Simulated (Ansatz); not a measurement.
Geometry optimisation, RHF/def2-SVP (Ansatz 0.2.0).

The input (input.yaml):

```yaml
crystal:
  periodic: [false, false, false]
  atoms:
    - { symbol: W, position_ang: [0.231151, -0.25986, 0.083278] }
    - { symbol: F, position_ang: [0.678415, -0.099776, 1.881993] }
    - { symbol: H, position_ang: [1.061287, 1.272942, 0.286222] }
    - { symbol: H, position_ang: [0.295361, 1.591264, 0.354594] }
    - { symbol: H, position_ang: [-1.267895, 0.456464, 0.30731] }
    - { symbol: O, position_ang: [0.31302, -2.166416, 0.1963] }
    - { symbol: H, position_ang: [-0.256504, -2.845582, 0.524943] }
    - { symbol: O, position_ang: [0.275967, 0.016661, -1.733207] }
    - { symbol: H, position_ang: [0.518197, 0.329603, -2.586734] }
basis:
  gaussian: { orbitals: def2-SVP }
hamiltonian:
  xc: hf
relax:
  f_tol: 0.03
  max_steps: 50
```

Command:

```bash
$ ansatz run input.yaml --threads 1 --pin off --max-ram 2048MiB --backend cpu --events-out ev --progress --plain --runs-dir out
```

Where does it end, and by what steps?

It converged. After 8 steps the energy has fallen by 0.188 eV; H3 moved furthest, 0.26 Å.

```
step  energy less start (eV)  largest force component (eV/Å)  accepted
   0                  0.0000                           1.354       yes
   1                 -0.1274                           0.750       yes
   2                 -0.1612                           0.543       yes
   3                 -0.1780                           0.281       yes
   4                 -0.1736                           0.670        no
   5                 -0.1867                           0.100       yes
   6                 -0.1873                           0.084       yes
   7                 -0.1875                           0.068       yes
   8                 -0.1878                           0.027       yes
```

```xyz
9
Properties=species:S:1:pos:R:3
W 0.269 -0.315 0.135
F 0.683 -0.157 1.953
H 1.061 1.521 0.211
H 0.303 1.698 0.316
H -1.241 0.399 0.352
O 0.321 -2.217 0.197
H -0.354 -2.848 0.390
O 0.309 -0.042 -1.684
H 0.498 0.256 -2.555
```

Whether the end is a true minimum wasn't checked by a vibrational analysis.

Time of the run: 20 s on 1 thread of Arm Neoverse V2 (shared host), peak memory 0.2 GiB.
